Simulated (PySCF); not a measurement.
## From a log to its input

A PySCF 2.14 run on the atoms O 0 0 0 (angstrom) printed this (some set-up lines and the per-cycle HOMO/LUMO lines with their warnings removed):

```
PySCF version 2.14.0


nuclear repulsion = 0
number of shells = 6
number of NR pGTOs = 27
number of NR cGTOs = 14
basis = 6-31g*
ecp = {}

******** <class 'pyscf.dft.uks.UKS'> ********
method = UKS
initial guess = minao
damping factor = 0
level_shift factor = 0
DIIS = <class 'pyscf.scf.diis.CDIIS'>
SCF conv_tol = 1e-09
SCF max_cycles = 50
number electrons alpha = 5  beta = 3
XC functionals = hcth407

grids dens level: 3
tot grids = 14088
init E= -74.9460016660081

cycle= 1 E= -75.0289761879544  delta_E= -0.083  |g|= 0.0979  |ddm|= 0.798
cycle= 2 E= -75.0342577484921  delta_E= -0.00528  |g|= 0.0343  |ddm|= 0.116
cycle= 3 E= -75.0346468184087  delta_E= -0.000389  |g|= 0.02  |ddm|= 0.0418
cycle= 4 E= -75.0348206099927  delta_E= -0.000174  |g|= 0.000827  |ddm|= 0.0165
cycle= 5 E= -75.0348211776633  delta_E= -5.68e-07  |g|= 4.25e-05  |ddm|= 0.00124
cycle= 6 E= -75.0348211809979  delta_E= -3.33e-09  |g|= 1.69e-05  |ddm|= 0.000162
cycle= 7 E= -75.0348211830377  delta_E= -2.04e-09  |g|= 1.69e-05  |ddm|= 0.000155
cycle= 8 E= -75.0348212159231  delta_E= -3.29e-08  |g|= 1.6e-05  |ddm|= 0.00257
cycle= 9 E= -75.0348214693191  delta_E= -2.53e-07  |g|= 0.000208  |ddm|= 0.0407
cycle= 10 E= -75.0348214213681  delta_E= 4.8e-08  |g|= 0.000356  |ddm|= 0.0114
cycle= 11 E= -75.0348214260109  delta_E= -4.64e-09  |g|= 0.000347  |ddm|= 0.000786
cycle= 12 E= -75.0348214479435  delta_E= -2.19e-08  |g|= 0.00029  |ddm|= 0.00243
cycle= 13 E= -75.0348214674316  delta_E= -1.95e-08  |g|= 0.000215  |ddm|= 0.000244
cycle= 14 E= -75.0348214704517  delta_E= -3.02e-09  |g|= 0.000203  |ddm|= 0.000298
cycle= 15 E= -75.0348214727698  delta_E= -2.32e-09  |g|= 0.000193  |ddm|= 0.000366
cycle= 16 E= -75.0348214917708  delta_E= -1.9e-08  |g|= 4.93e-05  |ddm|= 0.00665
cycle= 17 E= -75.0348214830177  delta_E= 8.75e-09  |g|= 6.08e-06  |ddm|= 0.00643
cycle= 18 E= -75.0348214851897  delta_E= -2.17e-09  |g|= 6.59e-06  |ddm|= 0.000921
cycle= 19 E= -75.0348214851826  delta_E= 7.06e-12  |g|= 4.44e-06  |ddm|= 2.44e-05
Extra cycle  E= -75.0348214852623  delta_E= -7.96e-11  |g|= 3.59e-06  |ddm|= 2.83e-05
converged SCF energy = -75.0348214852623  <S^2> = 2.0043942  2S+1 = 3.002928
**** SCF Summaries ****
Total Energy =                         -75.034821485262256
Nuclear Repulsion Energy =               0.000000000000000
One-electron Energy =                 -103.306590399753730
Two-electron Energy =                   28.271768914491467
Two-electron Coulomb Energy =           36.745747914397519
DFT Exchange-Correlation Energy =       -8.473978999906052
**** MO energy ****
                             alpha | beta                alpha | beta
MO #1   energy= -18.8791755926621  | -18.8422885826398  occ= 1 | 1
MO #2   energy= -0.927226718659116 | -0.770656024906754 occ= 1 | 1
MO #3   energy= -0.394583611568693 | -0.248356099172492 occ= 1 | 1
MO #4   energy= -0.394583222922027 | -0.21101157441067  occ= 1 | 0
MO #5   energy= -0.320201076231702 | -0.211006923310018 occ= 1 | 0
MO #6   energy= 0.752709904240388  | 0.832237551010127  occ= 0 | 0
MO #7   energy= 0.7527101338874    | 0.835662145920977  occ= 0 | 0
MO #8   energy= 0.793677094630819  | 0.835678052942455  occ= 0 | 0
MO #9   energy= 0.867646130556558  | 0.947139264261945  occ= 0 | 0
MO #10  energy= 1.58837125113736   | 1.72478597615951   occ= 0 | 0
MO #11  energy= 1.58837135926618   | 1.72478724146492   occ= 0 | 0
MO #12  energy= 1.63772784937894   | 1.73870695347932   occ= 0 | 0
MO #13  energy= 1.63772803306038   | 1.76132356417039   occ= 0 | 0
MO #14  energy= 1.65615972955964   | 1.76133010639238   occ= 0 | 0

To work with the spin densities directly, `use mulliken_meta_spin()` only printing them here.

 ** Mulliken spin pop alpha/beta on meta-lowdin orthogonal AOs **
 ** Mulliken Spin Density (per AO)  **
 ** Mulliken Spin Density (per atom)  **
spin density of  0 O =      2.00000
 ** Mulliken pop alpha/beta on meta-lowdin orthogonal AOs **
 ** Mulliken pop       alpha | beta **
pop of  0 O 1s        0.99998 | 0.99999
pop of  0 O 2s        0.99939 | 0.99922
pop of  0 O 3s        0.00026 | 0.00070
pop of  0 O 2px       0.99828 | 0.01815
pop of  0 O 2py       0.99833 | 0.05825
pop of  0 O 2pz       0.99948 | 0.92311
pop of  0 O 3px       0.00172 | 0.00001
pop of  0 O 3py       0.00167 | 0.00003
pop of  0 O 3pz       0.00052 | 0.00046
pop of  0 O 3dxy      0.00000 | 0.00000
pop of  0 O 3dyz      0.00006 | 0.00001
pop of  0 O 3dz^2     0.00029 | 0.00007
pop of  0 O 3dxz      0.00002 | 0.00000
pop of  0 O 3dx2-y2    0.00000 | 0.00000
In total             5.00000 | 3.00000
 ** Mulliken atomic charges   ( Nelec_alpha | Nelec_beta ) **
charge of  0O =      0.00000  (     5.00000      3.00000 )
Dipole moment(X, Y, Z, Debye): -0.00000,  0.00000,  0.00000
orbital energies (hartree): [array([-0.3946, -0.3946, -0.3202,  0.7527,  0.7527,  0.7937]), array([-18.8423,  -0.7707,  -0.2484,  -0.211 ,  -0.211 ,   0.8322])]
```

Problem. Write the input that gave this log.

Solution. The input was:

```python
from pyscf import gto, dft

mol = gto.M(
    atom='O 0 0 0',
    basis='6-31g*',
    charge=0,
    spin=2,
    verbose=4,
)
mf = dft.UKS(mol, xc='hcth407')
mf.kernel()
mf.analyze()
print('orbital energies (hartree):', [e[max(0, n-3):n+3].round(4) for e, n in zip(mf.mo_energy, mol.nelec)])
```

No search for the lowest solution was made.
